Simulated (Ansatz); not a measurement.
`O/C=[N]/[GaH2]` and `O/C=N/[CH2][AlH2]` differ in one atom or group.

Ansatz, PBE0-D4/def2-TZVP geometries, multiplicity 1. Each molecule was computed in one conformer, which needn't be the lowest.

Scalar relativity is left out up to krypton.

```
                             property  `O/C=[N]/[GaH2]`
    HOMO energy (PBE/def2-TZVPP) / eV             -6.01
HOMO energy (ωB97M-V/def2-TZVPP) / eV             -9.56
  HOMO–LUMO gap (PBE/def2-TZVPP) / eV              4.06
 HOMO–LUMO gap (PBE0/def2-TZVPP) / eV              6.08
  HOMO energy (B3LYP/def2-TZVPP) / eV             -7.07
HOMO–LUMO gap (B3LYP/def2-TZVPP) / eV              5.60
```

**Question.** What does the change do to each property? (Best estimate.)

**Answer.** Ansatz gave: 
| property | `O/C=N/[CH2][AlH2]` | shift |
| --- | --- | --- |
| HOMO energy (PBE/def2-TZVPP) / eV | -5.60 | 0.41 |
| HOMO energy (ωB97M-V/def2-TZVPP) / eV | -8.98 | 0.58 |
| HOMO–LUMO gap (PBE/def2-TZVPP) / eV | 3.37 | -0.69 |
| HOMO–LUMO gap (PBE0/def2-TZVPP) / eV | 5.34 | -0.74 |
| HOMO energy (B3LYP/def2-TZVPP) / eV | -6.60 | 0.47 |
| HOMO–LUMO gap (B3LYP/def2-TZVPP) / eV | 4.92 | -0.68 |

With PBE0 the HOMO rises by 0.48 eV and the LUMO falls by 0.27 eV, so the gap narrows by about 0.75 eV. PBE moves the HOMO by 0.41 eV and ωB97M-V by 0.58 eV.

B3LYP here is the variant with VWN-RPA as its local correlation; programs differ in this.
